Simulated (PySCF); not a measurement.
Ge(H)(OH) (GeH2O), SMILES [OH][GeH] (connectivity only; charge and spin as stated), neutral, multiplicity 1.

Geometry optimised at PBE0-D3(BJ)/def2-TZVP.

Computed with PySCF with CAM-B3LYP/def2-TZVPD.

Symmetry labels are those of the subgroup Cs that the program uses (full group Cs).

Computed valence orbital energies around the gap with their symmetry:
```tsv
orbital	symmetry	energy (eV)
HOMO−7	A'	-35.20
HOMO−6	A'	-35.06
HOMO−5	A'	-29.13
HOMO−4	A'	-16.82
HOMO−3	A'	-14.19
HOMO−2	A"	-11.17
HOMO−1	A'	-10.95
HOMO	A'	-8.32
LUMO	A"	-1.31
LUMO+1	A'	0.48
LUMO+2	A'	1.33
LUMO+3	A'	2.03
```
